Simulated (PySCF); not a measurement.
System: C2H8GeN (charge 0, doublet). It need not be the lowest isomer of its formula. 
Structure (B3LYP-D3(BJ)/def2-TZVP (Ansatz) minimum search):
```xyz
12

C     -1.8423    -0.4545     0.6324
N     -0.5808     0.2509     0.5542
C     -0.6784     1.6537     0.8976
Ge     0.7803    -0.3607    -0.5578
H     -2.6035    -0.0270    -0.0346
H     -2.2358    -0.4044     1.6545
H     -1.7085    -1.5044     0.3734
H     -1.0396     1.7624     1.9270
H     -1.3756     2.1973     0.2451
H      0.2987     2.1313     0.8306
H      0.8314    -1.8887    -0.2418
H      2.0522     0.3226     0.0363
```
Charge 0, spin multiplicity 2.

Dispersion corrections to the total energy (kcal/mol) from the dftd3 and dftd4 libraries through PySCF: D3(BJ) without and D4 with the three-body term, each with the damping fitted for the functional named.

```
functional  D3(BJ)      D4
----------  ------  ------
BHLYP        -7.76     [?]
BLYP        -12.04  -12.34
CAM-B3LYP    -4.48   -4.69
BP86         -9.08   -7.37
revPBE      -14.21  -17.98
B3LYP          [?]   -8.92
B2GP-PLYP      [?]   -2.33
```

Question: Some entries are withheld; supply them.

Answer: 
- BHLYP, D4: -6.59
- B3LYP, D3(BJ): -9.85
- B2GP-PLYP, D3(BJ): -3.78
